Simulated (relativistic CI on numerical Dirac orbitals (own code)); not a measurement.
**Ir4+: 4d photoemission**

Computed with this model: Dirac-Coulomb-Breit CI, KLI orbitals optimised for each configuration, model QED (radiative potential, 1s self-energy scaled to tabulated hydrogen-like ionisation energies), multiplet model of photoemission in the sudden approximation, unscaled Slater integrals; configurations [Xe] 4f14 5d5 → [Kr] 4d9 4f14 5s2 5p6 5d5; 80 K; Lorentzian 3.5 eV and Gaussian 0.6 eV FWHM. Energies are those of the free ion, without screening or charge transfer. The energies are binding energies and can lie tens of eV above those of solids. S is read from ⟨S²⟩ = S(S + 1).

free ion: ground-state S = 2.42, centroid 366.00 eV. Peaks (eV, height): 359.4 (100), 375.4 (64).

Strongest unbroadened transitions for free ion:

```tsv
Energy (eV)	Relative strength
358.79	100.0
359.17	80.8
359.44	61.0
359.71	41.5
359.85	21.9
360.15	7.2
361.27	1.8
365.95	1.8
366.00	1.4
366.06	3.2
366.37	1.2
366.61	1.4
366.87	1.7
374.83	26.7
375.24	42.6
375.61	57.1
375.92	70.1
380.61	3.3
```
